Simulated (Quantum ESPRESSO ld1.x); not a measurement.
Values are calculated unless marked as measured or tabulated.
Sb IV, configuration [Kr] 4d10 5s2 (the NIST ground configuration). Level of theory: scalar-relativistic Kohn-Sham, revPBE, spin-unpolarised, spherical densities, point nucleus (ld1.x of Quantum ESPRESSO 7.5).

Normalised radial functions P(r) = r R(r), r in bohr:

r              4s       4d
0.002992   0.1440   0.0001
0.004572   0.1950   0.0002
0.00693    0.2495   0.0005
0.01051    0.2930   0.0017
0.01605    0.2929   0.0054
0.02434    0.1994   0.0161
0.03689   -0.0267   0.0451
0.05592   -0.3367   0.1145
0.08545   -0.4906   0.2561
0.1295    -0.1443   0.4548
0.1964     0.5572   0.5741
0.3        0.6205   0.3316
0.4548    -0.4677  -0.3499
0.6895    -1.3152  -0.9886
1.045     -0.8850  -0.9937
1.597     -0.2158  -0.5258
2.421     -0.0172  -0.1464
3.67      -0.0003  -0.0166
5.608     0.0000  -0.0004

4s: eigenvalue -178.29 eV, 3 radial nodes at r = 0.0355, 0.142, 0.392 bohr, <r> = 0.791 bohr, 90 % of the charge inside 1.14 bohr. 4d: eigenvalue -62.736 eV, 1 radial node at r = 0.376 bohr, <r> = 1.02 bohr, 90 % of the charge inside 1.57 bohr.
